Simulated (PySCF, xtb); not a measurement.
C7H16, SMILES C(CCCC)CC.

Geometry: B3LYP-D3(BJ)/def2-SVP. The values are those of a single conformer.

The numbers are results of C-PCM-PBE0/def2-SVP in PySCF 2.14.0, not measurements.

The values are the electrostatic part of the solvation free energy, E(continuum) − E(gas) at the gas-phase geometry, in a cavity of scaled van der Waals radii (PySCF's table); cavitation and dispersion terms are not included. In vacuum the orbital gap is 10.52 eV. The dipole moment in vacuum is 0.05 D.

Computed values in water (ε = 78.36), ethanol (ε = 24.85), chlorobenzene (ε = 5.70):
```json
[
 {"solvent": "water", "ε": "78.36", "ΔG(elec) (kcal/mol)": "-0.6", "dipole (D)": "0.05", "gap (eV)": "10.54"},
 {"solvent": "ethanol", "ε": "24.85", "ΔG(elec) (kcal/mol)": "-0.6", "dipole (D)": "0.05", "gap (eV)": "10.54"},
 {"solvent": "chlorobenzene", "ε": "5.70", "ΔG(elec) (kcal/mol)": "-0.5", "dipole (D)": "0.05", "gap (eV)": "10.53"}
]
```

For comparison, GFN2-xTB/ALPB(water) (xtb, at the GFN2-xTB geometry, all terms of that model) gives -0.3 kcal/mol.
